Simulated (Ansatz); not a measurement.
Reaction (ligand exchange at the Si–N bond): `CN[SiH](O)Br` + `[OH][AlH2]` → `O[SiH](Br)[O][AlH2]` + CH₃NH₂

Isolated molecules relaxed with PBE0-D4/def2-TZVP in Ansatz; ΔE leaves out vibrations. CBS: MP2 limit from def2 TZ/QZ plus the TZ coupled-cluster correction, frozen cores. This one scheme is used for every species. For Br outer-core shells are correlated without core-valence functions, which leaves a few kJ/mol of doubt a bond. Scalar relativity is left out up to krypton. One conformer a species, not always the lowest.

```csv
species,SCS-MP2/def2-QZVPP energy (Eh)
`CN[SiH](O)Br`,-3033.64799
`[OH][AlH2]`,-318.98900
`O[SiH](Br)[O][AlH2]`,-3256.96431
CH₃NH₂,-95.69949
```

**Question.** Work out ΔE.

**Answer.** ΔE = (-3256.96431) + (-95.69949) − (-3033.64799) − (-318.98900) = -0.02681 Eh = -70.4 kJ/mol. CCSD(T)/CBS gives -68.2 kJ/mol.

Largest T1 diagnostic among the species: 0.012.

From PBE to PBE0 (25 % exact exchange), in def2-TZVPP and without D4, ΔE moves by −4.8 kJ/mol. The D4 term adds +3.1 kJ/mol with B3LYP and +1.7 kJ/mol with PBE0; it sums over pairs of atoms, weighted by their polarisabilities, and B3LYP, whose exchange is more repulsive, gets the larger term. In def2-TZVPP, CCSD(T) changes the Hartree–Fock value by +18.7 kJ/mol (the triples alone add +2.7 kJ/mol) and MP2 by +21.0 kJ/mol.

B3LYP here is the variant with VWN-RPA as its local correlation; programs differ in this.
